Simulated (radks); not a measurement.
Effect of the nuclear size on the argon ion Ar+, [Ne] 3s2 3p5. Calculated with a radial shooting solver on a logarithmic mesh with Libxc functionals: Dirac Kohn-Sham, exchange-only LDA, spin-unpolarised, spherical densities, finite nucleus; open shells are shared between the two j in proportion to 2j + 1; Fermi nuclear charge, rms radius 3.4274 fm. The rms radius is varied about that value; shifts are against it.

| rms radius (fm) | total energy shift (eV) | density at nucleus (e/bohr^3) | 1s1/2 shift (meV) | 2s1/2 shift (meV) |
|---|---|---|---|---|
| 2.9818 | -0.00449 | 4318 | -1.89 | -0.142 |
| 3.2457 | -0.00190 | 4310 | -0.803 | -0.060 |
| 3.4274 | 0 | 4305 | 0.000 | 0.000 |
| 3.7153 | 0.00323 | 4298 | 1.36 | 0.102 |
| 3.9484 | 0.00602 | 4292 | 2.54 | 0.191 |

Slopes of the eigenvalues against <r^2> in GHz/fm^2, as finite differences over the two radii next to the reference (eigenvalue slopes, not the field-shift constants of lines): 1s1/2 160, 2s1/2 12.0.
